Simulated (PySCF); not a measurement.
Electron correlation in Br²⁺ (bromine, charge +2)

[Ar] 3d10 4s2 4p3, high-spin 4S determinant. All numbers are calculated (PySCF 2.14, a scalar-relativistic core potential, in aug-cc-pVQZ-PP with ECP10MDF). Frozen: 3s2 3p6 3d10; 5 electrons correlated.

MP2 pair energies summed by pair of shells (mhartree):

```csv
pair,energy,share (%)
4s-4p,-57.71,67.3
4p-4p,-18.36,21.4
4s-4s,-9.75,11.4
```

Total MP2 correlation energy: -85.81 mhartree.

Same-spin part -21.88 and opposite-spin part -63.93 mhartree; SCS-MP2 scales them by 1/3 and 6/5 to -84.01 mhartree.
